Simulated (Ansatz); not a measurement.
Consider the redistribution: `[CH3][In]([CH3])[O][SiH3]` + `[CH3][Sn][F]` → `[CH3][In]([CH3])[CH3]` + `[F][Sn][O][SiH3]`.

Gas-phase electronic energies from Ansatz, PBE0-D4/def2-TZVP geometries. CBS: MP2 limit from def2 TZ/QZ plus the TZ coupled-cluster correction, frozen cores. Functionals use def2-TZVPP. def2 core potentials past Kr. For In, Sn outer-core shells are correlated without core-valence functions, which leaves a few kJ/mol of doubt a bond. One conformer a species, not always the lowest.

(1) Is it downhill or uphill in electronic energy at CCSD(T)/CBS, and by how much? (Estimate.)

(2) What do these levels give: LDA (SPW92), revPBE-D4, B2PLYP, PBE-QIDH, revPBE, PBE0, MP2/def2-SVP, HF/def2-TZVPP, MP2/def2-TZVPP, CCSD(T)/def2-TZVPP, HF/def2-QZVPP, MP2/CBS(def2)? (An estimate is asked.)

Largest T1 diagnostic among the species: 0.016.

Results:

(1) Ansatz gave: Downhill: ΔE = -7.0 kcal/mol.

(2) The calculation gave: LDA (SPW92) -7.7, revPBE-D4 -7.4, B2PLYP -7.8, PBE-QIDH -7.3, revPBE -7.7, PBE0 -7.3, MP2/def2-SVP -7.5, HF/def2-TZVPP -6.4, MP2/def2-TZVPP -8.1, CCSD(T)/def2-TZVPP -7.2, HF/def2-QZVPP -6.5, MP2/CBS(def2) -7.9 kcal/mol.

Leaving LDA and LC-ωPBE aside and taking each functional with its dispersion term where it has one, the values, not all of them listed here, spread over 0.9 kcal/mol, from BLYP-D4 to r2SCAN0-D4. In def2-TZVPP, CCSD(T) changes the Hartree–Fock value by −0.8 kcal/mol (the triples alone add −0.1 kcal/mol) and MP2 by −1.7 kcal/mol.
